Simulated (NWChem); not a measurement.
System: C$_{3}$H$_{10}$Si; SMILES C(C[SiH3])C

NWChem input:

```
start job
memory heap 200 mb stack 900 mb global 1100 mb
geometry units angstroms noautosym nocenter noautoz
  Si     0.065839     1.780135    -0.000713
  C     -0.587012     0.009485    -0.001210
  C      0.493778    -1.072128     0.001513
  C     -0.067249    -2.487100     0.000434
  H     -1.065524     2.759451    -0.003710
  H      0.911624     2.032193    -1.210463
  H      0.906523     2.033681     1.212269
  H     -1.242488    -0.108178    -0.883107
  H     -1.246486    -0.107598     0.877781
  H      1.151081    -0.938620    -0.875906
  H      1.146910    -0.938385     0.881988
  H     -0.695551    -2.667763     0.887581
  H      0.735058    -3.241170     0.001021
  H     -0.693708    -2.667088    -0.888166
end
basis spherical
  * library pcsseg-1
end
dft
  xc slater vwn_5
  iterations 150
end
property
  shielding 10 1 2 3 4 5 6 8 10 12 13
end
task dft property
```

Excerpt of the output:

```
             Northwest Computational Chemistry Package (NWChem) 7.3.0
             --------------------------------------------------------

                             Geometry "geometry" -> ""
                             -------------------------

 Output coordinates in angstroms (scale by  1.889725989 to convert to a.u.)

  No.       Tag          Charge          X              Y              Z
 ---- ---------------- ---------- -------------- -------------- --------------
    1 Si                  14.0000     0.06583900     1.78013500    -0.00071300
    2 C                    6.0000    -0.58701200     0.00948500    -0.00121000
    3 C                    6.0000     0.49377800    -1.07212800     0.00151300
    4 C                    6.0000    -0.06724900    -2.48710000     0.00043400
    5 H                    1.0000    -1.06552400     2.75945100    -0.00371000
    6 H                    1.0000     0.91162400     2.03219300    -1.21046300
    7 H                    1.0000     0.90652300     2.03368100     1.21226900
    8 H                    1.0000    -1.24248800    -0.10817800    -0.88310700
    9 H                    1.0000    -1.24648600    -0.10759800     0.87778100
   10 H                    1.0000     1.15108100    -0.93862000    -0.87590600
   11 H                    1.0000     1.14691000    -0.93838500     0.88198800
   12 H                    1.0000    -0.69555100    -2.66776300     0.88758100
   13 H                    1.0000     0.73505800    -3.24117000     0.00102100
   14 H                    1.0000    -0.69370800    -2.66708800    -0.88816600

 Effective nuclear repulsion energy (a.u.)     166.8147517698

                              NWChem Property Module
                              ----------------------

  itol2e modified to match energy
  convergence criterion.

                                 NWChem DFT Module
                                 -----------------

 Summary of "ao basis" -> "ao basis" (spherical)
 ------------------------------------------------------------------------------
       Tag                 Description            Shells   Functions and Types
 ---------------- ------------------------------  ------  ---------------------
 Si                         pcsseg-1                10       24   4s5p1d
 C                          pcsseg-1                 7       17   3s3p1d
 H                          pcsseg-1                 3        5   2s1p

  itol2e modified to match energy
  convergence criterion.

            General Information
            -------------------
          SCF calculation type: DFT
          Wavefunction type:  closed shell.
          No. of atoms     :    14
          No. of electrons :    42
           Alpha electrons :    21
            Beta electrons :    21
          Charge           :     0
          Spin multiplicity:     1
          Use of symmetry is: off; symmetry adaption is: off
          Maximum number of iterations: 150
          AO basis - number of functions:   125
                     number of shells:    61
          Convergence on energy requested:  1.00D-07
          Convergence on density requested:  1.00D-05
          Convergence on gradient requested:  5.00D-04

              XC Information
              --------------
                        Slater Exchange Functional  1.000 local
                      VWN V Correlation Functional  1.000 local

             Grid Information
             ----------------
          Grid used for XC integration:  fine
          Radial quadrature: Mura-Knowles
          Angular quadrature: Lebedev.
          Tag              B.-S. Rad. Rad. Pts. Rad. Cut. Ang. Pts.
          ---              ---------- --------- --------- ---------
          Si                  1.10      123          13.0       770
          C                   0.70       70          13.0       590
          H                   0.35       60          15.0       590
          Grid pruning is: on
          Number of quadrature shells:   933
          Spatial weights used:  Erf1

      Superposition of Atomic Density Guess
      -------------------------------------

 Sum of atomic energies:        -406.75958518

      Non-variational initial energy
      ------------------------------

 Total energy =    -409.340762
 1-e energy   =    -887.093558
 2-e energy   =     310.938044
 HOMO         =      -0.364191
 LUMO         =       0.054255

   convergence    iter        energy       DeltaE   RMS-Dens  Diis-err
 ---------------- ----- ----------------- --------- --------- ---------
 d= 0,ls=0.0,diis     1   -407.4288182533 -5.74D+02  4.13D-03  9.30D-01
 d= 0,ls=0.0,diis     2   -407.4688011605 -4.00D-02  3.24D-03  5.00D-02
 d= 0,ls=0.0,diis     3   -407.4650176760  3.78D-03  1.61D-03  8.73D-02
 d= 0,ls=0.0,diis     4   -407.4762979400 -1.13D-02  3.36D-04  1.60D-03
 d= 0,ls=0.0,diis     5   -407.4765356648 -2.38D-04  6.80D-05  1.24D-04
  Resetting Diis
 d= 0,ls=0.0,diis     6   -407.4765496079 -1.39D-05  1.40D-05  6.80D-06
 d= 0,ls=0.0,diis     7   -407.4765504179 -8.10D-07  7.01D-06  4.25D-07
 d= 0,ls=0.0,diis     8   -407.4765503345  8.35D-08  4.62D-06  1.09D-06

         Total DFT energy =     -407.476550334472
      One electron energy =     -892.229199170889
           Coulomb energy =      356.431283499654
    Exchange-Corr. energy =      -38.493386433063
 Nuclear repulsion energy =      166.814751769827

 Numeric. integr. density =       41.999993679691

                       DFT Final Molecular Orbital Analysis
                       ------------------------------------

 Vector   19  Occ=2.000000D+00  E=-2.929453D-01
              MO Center= -1.6D-01,  1.2D+00, -9.9D-04, r^2= 4.9D+00
   Bfn.  Coefficient  Atom+Function         Bfn.  Coefficient  Atom+Function
  ----- ------------  ---------------      ----- ------------  ---------------
    76      0.318704   5 H  s                14     -0.255492   1 Si px
    77      0.188473   5 H  s                81     -0.162365   6 H  s
    86     -0.162475   7 H  s                31      0.150357   2 C  px
    17     -0.134706   1 Si px               48     -0.128694   3 C  px
   116      0.120116  13 H  s                34      0.109452   2 C  px

 Vector   20  Occ=2.000000D+00  E=-2.882223D-01
              MO Center=  1.9D-01, -1.3D-01,  5.2D-04, r^2= 4.6D+00
   Bfn.  Coefficient  Atom+Function         Bfn.  Coefficient  Atom+Function
  ----- ------------  ---------------      ----- ------------  ---------------
   101      0.215678  10 H  s               106     -0.215602  11 H  s
    91     -0.191473   8 H  s                96      0.191564   9 H  s
    50     -0.184209   3 C  pz               81      0.181564   6 H  s
    86     -0.181538   7 H  s                16     -0.159462   1 Si pz
    33      0.160141   2 C  pz               53     -0.140855   3 C  pz

[...]

          -----------------------------------------
          Chemical Shielding Tensors (GIAO, in ppm)
          -----------------------------------------

                                NWChem CPHF Module
                                ------------------

  scftype          =     RHF
  nclosed          =       21
  nopen            =        0
  variables        =     2184
  # of vectors     =        3
  tolerance        = 0.10D-03
  level shift      = 0.00D+00
  max iterations   =       50
  max subspace     =       30

 SCF residual:    1.1406697716832358E-004

Iterative solution of linear equations
  No. of variables     2184
  No. of equations        3
  Maximum subspace       30
        Iterations       50
       Convergence  1.0D-04

   iter   nsub   residual    time
   ----  ------  --------  ---------
     1      3    4.35D-05     104.3

      Atom:    1  Si
        Diamagnetic
    880.3175      0.9278      0.0005
      0.9278    886.6836     -0.0013
      0.0005     -0.0013    879.8533

        Paramagnetic
   -512.8474     26.8133     -0.0227
     26.8133   -442.8200      0.0186
     -0.0227      0.0186   -516.0056

        Total Shielding Tensor
    367.4700     27.7411     -0.0222
     27.7411    443.8637      0.0172
     -0.0222      0.0172    363.8477

           isotropic =     391.7271
          anisotropy =      91.7211

          Principal Components and Axis System
                 1           2           3
              452.8745    363.8478    358.4591

      1         0.3089     -0.0047      0.9511
      2         0.9511      0.0014     -0.3089
      3         0.0001      1.0000      0.0049

      Atom:    2  C
        Diamagnetic
    251.2565     -4.0425      0.0157
     -4.0425    262.0660     -0.0165
      0.0157     -0.0165    244.5648

        Paramagnetic
    -79.5477    -11.5257      0.0430
    -11.5257    -88.4221     -0.0037
      0.0430     -0.0037    -87.9835

        Total Shielding Tensor
    171.7088    -15.5682      0.0587
    -15.5682    173.6439     -0.0201
      0.0587     -0.0201    156.5813

           isotropic =     167.3114
          anisotropy =      31.4451

          Principal Components and Axis System
                 1           2           3
              188.2747    157.0798    156.5795

      1        -0.6848      0.7274     -0.0434
      2         0.7287      0.6837     -0.0385
      3        -0.0017      0.0580      0.9983

      Atom:    3  C
        Diamagnetic
    247.4941     -4.7812      0.0171
     -4.7812    260.4570     -0.0152
      0.0171     -0.0152    240.7159

        Paramagnetic
    -90.7364      0.1082      0.0026
      0.1082    -93.1042      0.0004
      0.0026      0.0004    -94.5660

        Total Shielding Tensor
    156.7577     -4.6730      0.0197
     -4.6730    167.3527     -0.0148
      0.0197     -0.0148    146.1499

           isotropic =     156.7535
          anisotropy =      18.5487

          Principal Components and Axis System
                 1           2           3
              169.1192    154.9912    146.1499

      1        -0.3536      0.9354     -0.0017
      2         0.9354      0.3536      0.0003
      3        -0.0009      0.0015      1.0000

      Atom:    4  C
        Diamagnetic
    245.3375      4.6626      0.0053
      4.6626    258.9380      0.0087
      0.0053      0.0087    243.1677

        Paramagnetic
    -91.0993      0.9548      0.0441
      0.9548    -75.3279     -0.0001
      0.0441     -0.0001    -98.3575

        Total Shielding Tensor
    154.2381      5.6174      0.0494
      5.6174    183.6101      0.0086
      0.0494      0.0086    144.8102

           isotropic =     160.8861
          anisotropy =      35.6424

          Principal Components and Axis System
                 1           2           3
              184.6477    153.2007    144.8100

      1         0.1817      0.9833     -0.0056
      2         0.9834     -0.1817      0.0006
      3         0.0004      0.0056      1.0000

      Atom:    5  H
        Diamagnetic
     29.6047     -6.7783      0.0186
     -6.7783     32.0372     -0.0197
      0.0186     -0.0197     22.6751

        Paramagnetic
     -2.9894      3.3198     -0.0100
      3.3198     -2.1742      0.0088
     -0.0100      0.0088      0.7257

        Total Shielding Tensor
     26.6152     -3.4585      0.0086
     -3.4585     29.8630     -0.0108
      0.0086     -0.0108     23.4008

           isotropic =      26.6263
          anisotropy =       8.1503

          Principal Components and Axis System
                 1           2           3
               32.0599     24.4184     23.4007

      1        -0.5362      0.8441     -0.0021
      2         0.8441      0.5362      0.0006
      3        -0.0016      0.0014      1.0000

      Atom:    6  H
        Diamagnetic
     26.9768      2.5712     -6.1756
      2.5712     26.2522     -3.1644
     -6.1756     -3.1644     30.9317

        Paramagnetic
     -1.1398     -0.7433      3.1848
     -0.7433      0.2885      1.0334
      3.1848      1.0334     -2.8582

        Total Shielding Tensor
     25.8370      1.8279     -2.9907
      1.8279     26.5407     -2.1309
     -2.9907     -2.1309     28.0735

           isotropic =      26.8171
          anisotropy =       7.2816

          Principal Components and Axis System
                 1           2           3
               31.6714     25.0684     23.7113

      1        -0.5146     -0.1142      0.8498
      2        -0.4788      0.8605     -0.1743
      3         0.7113      0.4966      0.4975

      Atom:    7  H
        Diamagnetic
     30.5853      0.1958      8.5423
      0.1958     27.8528      1.0715
      8.5423      1.0715     31.1539

        Paramagnetic
      0.1696     -0.4252     -3.5996
     -0.4252      1.4512     -0.8135
     -3.5996     -0.8135     -0.7537

        Total Shielding Tensor
     30.7548     -0.2294      4.9427
     -0.2294     29.3040      0.2580
      4.9427      0.2580     30.4002

           isotropic =      30.1530
          anisotropy =       8.0556

          Principal Components and Axis System
                 1           2           3
               35.5234     29.3361     25.5995

      1         0.7196     -0.0660     -0.6912
      2         0.0023      0.9957     -0.0927
      3         0.6944      0.0652      0.7167

      Atom:    8  H
        Diamagnetic
     30.4739     -0.3001     -8.3453
     -0.3001     28.0679     -0.7927
     -8.3453     -0.7927     30.6381

        Paramagnetic
     -0.2391      0.3261      3.1977
      0.3261      1.6505      0.4310
      3.1977      0.4310     -2.2036

        Total Shielding Tensor
     30.2349      0.0260     -5.1476
      0.0260     29.7184     -0.3617
     -5.1476     -0.3617     28.4346

           isotropic =      29.4626
          anisotropy =       7.6665

          Principal Components and Axis System
                 1           2           3
               34.5736     29.7173     24.0969

      1         0.7637     -0.0696      0.6418
      2         0.0520      0.9976      0.0463
      3        -0.6434     -0.0020      0.7655

      Atom:    9  H
        Diamagnetic
     27.6926      3.4226     -6.7105
      3.4226     28.7940     -3.8534
     -6.7105     -3.8534     31.2362

        Paramagnetic
      0.8403     -1.1388      3.4841
     -1.1388      1.6591      1.1225
      3.4841      1.1225     -0.5332

        Total Shielding Tensor
     28.5329      2.2838     -3.2264
      2.2838     30.4531     -2.7309
     -3.2264     -2.7309     30.7030

           isotropic =      29.8963
          anisotropy =       8.4288

          Principal Components and Axis System
                 1           2           3
               35.5156     27.9875     26.1859

      1        -0.4906     -0.2371      0.8385
      2        -0.5747      0.8114     -0.1068
      3         0.6550      0.5343      0.5343

      Atom:   10  H
        Diamagnetic
     29.4862     -7.0420      0.0049
     -7.0420     35.6563     -0.0040
      0.0049     -0.0040     22.6375

        Paramagnetic
     -0.6470      3.0195     -0.0016
      3.0195     -0.8517      0.0012
     -0.0016      0.0012      2.2416

        Total Shielding Tensor
     28.8391     -4.0225      0.0034
     -4.0225     34.8046     -0.0028
      0.0034     -0.0028     24.8791

           isotropic =      29.5076
          anisotropy =      10.9829

          Principal Components and Axis System
                 1           2           3
               36.8295     26.8141     24.8790

      1        -0.4497      0.8932     -0.0010
      2         0.8932      0.4497     -0.0001
      3        -0.0003      0.0009      1.0000
```

Level: LDA (Slater exchange, VWN5)/pcSseg-1, GIAO. Coordinates come from a PBE0/def2-SVP optimisation. No frequency run checked for a minimum. The output numbers the shielded atoms by their place in the input's list. The printed shielding anisotropy is the first printed principal value minus the mean of the other two.
